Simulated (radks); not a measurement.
Valence configurations of O IV (all share [He]). Calculated with a radial shooting solver on a logarithmic mesh with Libxc functionals: scalar-relativistic Kohn-Sham, PBE, spin-polarised, spherical densities, point nucleus; open shells are filled with parallel spins first. Energies are relative to 2s2 2p1; eigenvalues in eV for spin up.

valence      E (eV)  moment (Bohr magnetons)    e(2p)    e(2s)
2s2 2p1       0.000                        1  -66.270  -80.738
2s1.5 2p1.5   4.993                        2  -66.871  -81.431
2s1 2p2       8.127                        3  -67.205  -81.835
2s0.5 2p2.5  15.437                        3  -66.820  -81.434
2p3          22.741                        3  -66.433        -

NIST lists [He] 2s2 2p1 as the ground configuration; this level of theory agrees among the configurations tried. The energies are those of spherical high-spin densities, not of single terms.
